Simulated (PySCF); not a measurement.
Job file and geometry (Å, from GFN2-xTB) of an NMR shielding run on `FC[SiH]1SCCCS1`, C4H9FS2Si, PySCF 2.14.0, density-fitted response routines, GIAO PBE0/pcSseg-1 NMR shielding, non-relativistic, gas phase; density fitting, a coarse starting grid and PySCF grid level 2 are the driver's defaults:

```
$ OMP_NUM_THREADS=1 python probes_run.py task.json out

{"job": {"kind": "nmr", "xc": "PBE0", "basis": "pcSseg-1"}, "charge": 0, "multiplicity": 1}
F      3.878882     0.889308     0.209385
C      3.000554     0.291113    -0.663884
Si     1.306143     0.126236     0.186085
S      0.065830     1.763818    -0.411484
C     -1.558834     1.123069     0.147875
C     -1.966002    -0.194234    -0.493103
C     -1.294003    -1.418642     0.108327
S      0.416568    -1.702291    -0.486255
H      2.971942     0.915716    -1.558688
H      3.425011    -0.680830    -0.919308
H      1.445831     0.096951     1.638561
H     -2.259972     1.908681    -0.129090
H     -1.532093     1.043059     1.234679
H     -3.045315    -0.308048    -0.355703
H     -1.768249    -0.159139    -1.566483
H     -1.264864    -1.360562     1.196489
H     -1.828428    -2.322175    -0.180916
```

Problem. Write the output of this run.

Solution. 
```
coarse grid: 15888 points
cycle   1  E = -1342.7406316382  dE =  8.565e-01  |g| = 5.003e-01  |ddm| = 3.806e+00
cycle   2  E = -1342.7207452786  dE =  1.989e-02  |g| = 6.475e-01  |ddm| = 1.002e+00
cycle   3  E = -1342.7921631418  dE = -7.142e-02  |g| = 6.724e-02  |ddm| = 5.331e-01
cycle   4  E = -1342.7929657187  dE = -8.026e-04  |g| = 2.754e-02  |ddm| = 9.252e-02
cycle   5  E = -1342.7931276493  dE = -1.619e-04  |g| = 5.760e-03  |ddm| = 3.272e-02
cycle   6  E = -1342.7931346975  dE = -7.048e-06  |g| = 2.082e-03  |ddm| = 8.084e-03
final grid: 140208 points
cycle   7  E = -1342.8518960067  dE = -4.685e-05  |g| = 8.834e-03  |ddm| = 3.177e-02
cycle   8  E = -1342.8518848866  dE =  1.112e-05  |g| = 1.131e-02  |ddm| = 1.627e-02
cycle   9  E = -1342.8519139478  dE = -2.906e-05  |g| = 9.280e-04  |ddm| = 9.638e-03
cycle  10  E = -1342.8519141126  dE = -1.648e-07  |g| = 2.504e-04  |ddm| = 1.120e-03
cycle  11  E = -1342.8519141254  dE = -1.276e-08  |g| = 5.106e-05  |ddm| = 2.466e-04
cycle  12  E = -1342.8519141260  dE = -5.841e-10  |g| = 1.372e-05  |ddm| = 6.095e-05
converged SCF energy = -1342.8519141260

GIAO shielding tensors (ppm)
atom      isotropic    diamagn.    paramagn.     s11        s22        s33       span
  0 F      468.043     469.191      -1.147    419.273    488.243    496.615     77.342
  1 C      107.119     249.469    -142.350     63.884     83.846    173.626    109.741
  2 Si     346.254     878.702    -532.448    329.644    345.052    364.066     34.421
  3 S      612.518    1058.121    -445.604    485.226    636.824    715.503    230.276
  4 C      154.190     250.300     -96.110    140.291    153.953    168.326     28.036
  5 C      152.824     247.874     -95.051    140.466    146.905    171.100     30.635
  6 C      153.916     250.425     -96.509    138.979    154.001    168.769     29.789
  7 S      622.353    1058.450    -436.097    483.404    661.362    722.292    238.888
  8 H       26.769      28.844      -2.075     22.497     28.259     29.551      7.055
  9 H       26.898      28.480      -1.582     22.035     28.543     30.117      8.082
 10 H       25.646      28.488      -2.842     22.109     23.871     30.958      8.848
 11 H       28.813      30.032      -1.219     22.098     27.514     36.826     14.728
 12 H       29.058      30.943      -1.885     24.425     27.753     34.996     10.572
 13 H       29.605      29.019       0.587     24.157     27.966     36.692     12.535
 14 H       29.895      30.273      -0.378     27.619     28.025     34.040      6.421
 15 H       29.075      31.041      -1.966     24.543     27.790     34.892     10.349
 16 H       28.807      30.119      -1.312     22.071     27.532     36.818     14.747
```

Problem. Turn these shieldings into chemical shifts. Scale: 19F (σref 170.95) against CFCl3; TMS for 13C (σref 186.93), 29Si (σref 349.16), 1H (σref 31.72); CS2 for 33S (σref 503.73) (reference shieldings calculated alike).

Solution. Averaging equivalent atoms: F 0: -297.1; C 1: 79.8; C 5: 34.1; C 4/6: 32.9; Si 2: 2.9; S 3/7: -114; H 10: 6.07; H 8/9: 4.88; H 11/16: 2.91; H 12/15: 2.65; H 13: 2.11; H 14: 1.82 ppm. Unscaled 19F shifts against computed CFCl3 carry errors that often reach 10 to 50 ppm.

Size and cost of the density-fitted run: 202 basis functions, 68 s wall time on 1 thread of an Intel Xeon, shared host; peak memory 0.85 GiB.
